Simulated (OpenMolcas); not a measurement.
# 3s² 3p along the 13-electron sequence

```yaml
Program: OpenMolcas 26.06
Method: CASSCF
Basis: ANO-R2
Scalar_Hamiltonian: X2C, finite nucleus
Spin-orbit_coupling: RASSI with atomic mean-field integrals over the reference wave functions, term energies averaged over their components
```

Active space for each ion: 1 electron in 3 orbitals (3p).

Computed levels in cm-1 above ²P°_1/2:

```tsv
Level	Al	Si+	P2+	S3+	Cl4+	Ar5+
²P°_3/2	92.5	253	505	868	1389	2105
weight of ²P° in the lowest level (%)	100	100	100	100	100	100
```

Measured, with the error of the calculation in %. Measured levels: Al, Si+ from NIST Handbook of Basic Atomic Spectroscopic Data; P2+ from Martin, Zalubas and Musgrove, J. Phys. Chem. Ref. Data 14, 751 (1985); S3+ from NIST levels in Podobedova, Kelleher and Wiese, J. Phys. Chem. Ref. Data 38, 171 (2009); Ar5+ from Saloman, J. Phys. Chem. Ref. Data 39, 033101 (2010).

| Level | Al | Si+ | P2+ | S3+ | Ar5+ |
| --- | --- | --- | --- | --- | --- |
| ²P°_3/2 | 112 (-17.4) | 287 (-12.0) | 559 (-9.7) | 951 (-8.8) | 2208 (-4.7) |

The fine-structure level ²P°_3/2 changes by a factor of 22.8 from Al to Ar5+. Its fourth root runs 3.10, 3.99, 4.74, 5.43, 6.10, 6.77, with steps per unit of Z of 0.89, 0.75, 0.69, 0.68, 0.67; equal steps would mean a (Z - σ)^4 law with constant σ.

With one active electron the reference holds no correlation, so core polarisation is missing. Computed and measured levels are paired by configuration, term and J; levels that our copy of the source lacks, or whose pairing is in doubt (as where it misses far off the trend of its configuration), stay unpaired and out of the deviations. Only configurations of the active space appear.

° marks odd parity.
